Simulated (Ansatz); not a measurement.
The first iterations of a band of BrGaH4O2 (8 atoms, charge 0, multiplicity 1).

Method: RKS PBE0-D4/def2-SVP in Ansatz.

```yaml
movable_images: 5
climbing_image: yes
spring: 5.0 eV/Å²
optimiser: lbfgs
start_path: through a guess of the saddle point
force_threshold: 0.05 eV/Å
iteration_limit: 60
end_points: relaxed
largest_step: 0.5 Å
```

First end point:

```xyz
8
Properties=species:S:1:pos:R:3
Ga -0.518 -1.120 -0.068
Br 1.816 -1.151 -0.500
H -1.373 -1.167 -1.376
H -0.865 -1.546 1.387
H 1.331 0.913 0.490
O 0.635 1.568 0.736
O -0.496 1.022 0.093
H -0.530 1.480 -0.763
```

Last end point:

```xyz
8
Properties=species:S:1:pos:R:3
Ga -0.298 -1.285 0.045
Br 2.038 -1.605 -0.182
H -1.044 -1.249 -1.324
H -0.845 -1.619 1.467
H 1.138 0.811 -0.026
O 0.221 0.808 0.316
O -0.471 1.746 -0.484
H -0.738 2.393 0.187
```

| iteration | highest image above the first end (eV) | largest band force component (eV/Å) |
| --- | --- | --- |
| 1 | 1.708 | 8.202 |
| 2 | 1.319 | 4.508 |
| 3 | 1.208 | 2.947 |
| 4 | 0.963 | 4.156 |
| 5 | 0.907 | 2.535 |
| 6 | 0.886 | 1.177 |
| 7 | 0.811 | 1.245 |
| 8 | 0.777 | 0.850 |
| 9 | 0.718 | 1.215 |
| 10 | 0.694 | 0.648 |
| 11 | 0.666 | 0.875 |
| 12 | 0.649 | 0.508 |

Q: Does the band converge within its limit, and where does its top end?

A: The forces met the threshold. It ended after 38 iterations with the highest image 0.455 eV above the first end. The order of the stationary point at the top wasn't checked. The orbitals stay closed-shell, which can raise the energy where a bond breaks towards radicals; this wasn't checked here.

Time of the run: 8 min on 2 threads of Intel(R) Xeon(R) Platinum 8488C (Sapphire Rapids), with other jobs on the host, peak memory 0.3 GiB.
